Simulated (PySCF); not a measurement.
Species: chloropyrazine, C4H3ClN2.
Cartesian coordinates in Å at the PBE0-D3(BJ)/def2-TZVP level; atoms count from 1:
```
atom  x, y, z in Å
Cl1    2.4829   -1.6274   -0.1932
C2     1.0306   -0.7057   -0.0685
C3     0.9879    0.5723   -0.6254
N4    -0.1079    1.3049   -0.5465
C5    -1.1503    0.7680    0.0806
C6    -1.0910   -0.5031    0.6265
N7     0.0095   -1.2458    0.5512
H8     1.8513    0.9887   -1.1330
H9    -2.0524    1.3668    0.1488
H10   -1.9436   -0.9394    1.1370
```

Level: wB97X-D/pcSseg-2 in PySCF, non-relativistic, on one gas-phase PBE0-D3(BJ)/def2-TZVP geometry that isn't relaxed in the solvent. The solvent is an IEF-PCM continuum (Bondi radii, 1.10 Å for H, scaled by 1.2). The model holds no explicit solvent molecules, cavitation or dispersion.

Gas phase at wB97X-D/pcSseg-2: HOMO -9.67 eV, LUMO -0.11 eV, dipole 1.51 D.

What does the continuum do to the energy, the frontier levels and the dipole at wB97X-D/pcSseg-2 in chloroform?

```csv
solvent,ε,E(solvent) − E(gas) (kJ/mol),polarisation term (kJ/mol),distortion of the solute (kJ/mol),HOMO (eV),LUMO (eV),dipole (D)
chloroform,4.711,-14.92,-16.64,1.72,-9.57,-0.03,1.90
```

The polarisation term is half the interaction of the solute with the surface charges that it induces; the rest is the cost of distorting the solute's density. The sum is the electrostatic part of solvation alone.

Which radius a makes the point-dipole formula ΔE = −[(ε − 1)/(2ε + 1)]·μ²/a³ give the value in chloroform, with the gas-phase dipole?

μ = 0.596 au and |ΔE| = 0.00568 Eh give a = 1.49 Å; the farthest nucleus lies 2.97 Å from the centroid of the nuclei, so such a sphere wouldn't even hold the nuclei. The formula assumes a rigid point dipole at the centre of a sphere.

Give the dipole vector in the frame of the coordinates (D, pointing from negative to positive charge), gas and chloroform.

Gas (-1.30, 0.76, 0.14), solvent (-1.62, 0.97, 0.17). Its length changes by +25 % and its direction by less than 1°.

The pairwise dispersion term of wB97X-D wasn't added to the energies; at a given geometry it leaves orbitals and properties as they are.
